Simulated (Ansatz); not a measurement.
Gas-phase electronic energies from Ansatz, PBE0-D4/def2-TZVP geometries. CBS: MP2 limit from def2 TZ/QZ plus the TZ coupled-cluster correction, frozen cores. This one scheme is used for every species. One conformer a species, not always the lowest.

`CO[SiH](C)C#N` + H₂S → `CO[SiH](C)S` + `C#N`  (ligand exchange at the Si–C bond)

`CO[SiH](C)C#N`:

Cartesian coordinates in Å:
```
C 1.186 0.921 1.598
O 1.019 0.186 0.403
Si -0.398 -0.447 -0.095
C -0.172 -1.234 -1.747
C -1.630 0.947 -0.241
N -2.378 1.820 -0.322
H 0.888 0.333 2.472
H 0.600 1.845 1.576
H 2.242 1.176 1.691
H -0.980 -1.354 0.926
H -1.123 -1.626 -2.115
H 0.539 -2.060 -1.678
H 0.206 -0.508 -2.468
```

H₂S:

Z-matrix (Å, degrees):
```
S
H 1 1.341
H 1 1.341 2 92.3
```

`CO[SiH](C)S`:

Z-matrix (Å, degrees):
```
C
O 1 1.408
H 1 1.095 2 111.1
H 1 1.097 2 111.5 3 121.5
H 1 1.091 2 108.3 3 -119.3
Si 2 1.640 1 123.7 3 -63.3
S 6 2.147 2 112.5 1 57.5
C 6 1.850 2 106.7 1 176.3
H 6 1.489 2 109.2 1 -60.4
H 7 1.342 6 94.4 2 -88.7
H 8 1.092 6 110.7 2 174.2
H 8 1.092 6 110.2 2 53.8
H 8 1.092 6 110.5 2 -65.7
```

`C#N`:

```xyz
3

C    -0.016   -0.019    0.005
N     0.711    0.836   -0.221
H    -0.695   -0.817    0.216
```

```csv
level,ΔE (kJ/mol)
CCSD/def2-TZVPP,-12.7
SCS-MP2/def2-QZVPP,-14.7
```

**Question.** What does CCSD(T)/CBS give? (Best estimate.)

**Answer.** Ansatz gave: -17.9 kJ/mol. The listed levels differ from it by 5.2, 3.2 kJ/mol.

Largest T1 diagnostic among the species: 0.014.

The D4 term adds −4.4 kJ/mol with B3LYP and −2.2 kJ/mol with PBE0; it sums over pairs of atoms, weighted by their polarisabilities, and B3LYP, whose exchange is more repulsive, gets the larger term. In def2-TZVPP, CCSD(T) changes the Hartree–Fock value by −8.5 kJ/mol (the triples alone add −1.6 kJ/mol) and MP2 by −11.4 kJ/mol.

CCSD(T)/CBS has its own doubt, a few kJ/mol and more with outer-core shells, so smaller differences from it don't rank the levels.

B3LYP here is the variant with VWN-RPA as its local correlation; programs differ in this.
